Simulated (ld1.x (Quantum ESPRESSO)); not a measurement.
An all-electron radial function and its pseudo partner (gallium (Ga))

Columns: radius, all-electron u(r) and pseudo u(r) of the 4p shell (level -2.58 eV) of gallium in the configuration [Ar] 3d10 4s2 4p1; PBE, scalar-relativistic, TM semilocal scheme, ld1.x (Quantum ESPRESSO) 7.5.

```json
{"r (bohr)": "0.120", "all-electron": "0.1220", "pseudo": "0.0030"}
{"r (bohr)": "0.240", "all-electron": "-0.0088", "pseudo": "0.0118"}
{"r (bohr)": "0.360", "all-electron": "-0.1541", "pseudo": "0.0265"}
{"r (bohr)": "0.480", "all-electron": "-0.2064", "pseudo": "0.0470"}
{"r (bohr)": "0.600", "all-electron": "-0.1800", "pseudo": "0.0730"}
{"r (bohr)": "0.720", "all-electron": "-0.1098", "pseudo": "0.1043"}
{"r (bohr)": "0.840", "all-electron": "-0.0218", "pseudo": "0.1406"}
{"r (bohr)": "0.960", "all-electron": "0.0691", "pseudo": "0.1813"}
{"r (bohr)": "1.080", "all-electron": "0.1551", "pseudo": "0.2254"}
{"r (bohr)": "1.200", "all-electron": "0.2328", "pseudo": "0.2718"}
{"r (bohr)": "1.320", "all-electron": "0.3008", "pseudo": "0.3190"}
{"r (bohr)": "1.440", "all-electron": "0.3591", "pseudo": "0.3651"}
{"r (bohr)": "1.560", "all-electron": "0.4082", "pseudo": "0.4084"}
{"r (bohr)": "1.680", "all-electron": "0.4488", "pseudo": "0.4472"}
{"r (bohr)": "1.800", "all-electron": "0.4817", "pseudo": "0.4803"}
{"r (bohr)": "1.920", "all-electron": "0.5079", "pseudo": "0.5071"}
{"r (bohr)": "2.040", "all-electron": "0.5278", "pseudo": "0.5276"}
{"r (bohr)": "2.160", "all-electron": "0.5424", "pseudo": "0.5424"}
{"r (bohr)": "2.280", "all-electron": "0.5523", "pseudo": "0.5523"}
{"r (bohr)": "2.400", "all-electron": "0.5580", "pseudo": "0.5580"}
{"r (bohr)": "2.520", "all-electron": "0.5601", "pseudo": "0.5601"}
{"r (bohr)": "2.640", "all-electron": "0.5592", "pseudo": "0.5592"}
{"r (bohr)": "2.760", "all-electron": "0.5555", "pseudo": "0.5555"}
{"r (bohr)": "2.880", "all-electron": "0.5496", "pseudo": "0.5496"}
{"r (bohr)": "3.000", "all-electron": "0.5419", "pseudo": "0.5419"}
{"r (bohr)": "3.120", "all-electron": "0.5325", "pseudo": "0.5325"}
```

(1) How many radial nodes do the two functions have?

(2) At about which radius was the pseudo-wave matched?

(3) Is the pseudo-wave norm-conserving?

Answers

(1) The all-electron 4p function has n − l − 1 = 2; the pseudo-wave has 0, since the states of the same l below it are removed with the core.

(2) 2.40 bohr. The columns agree to 0.0005 from 2.04 bohr on; several derivatives are matched, so the curves merge somewhat inside the radius.

(3) Yes: the TM semilocal scheme keeps the norm inside the radius equal to the all-electron one, which fixes the energy derivative of the logarithmic derivative at the level.
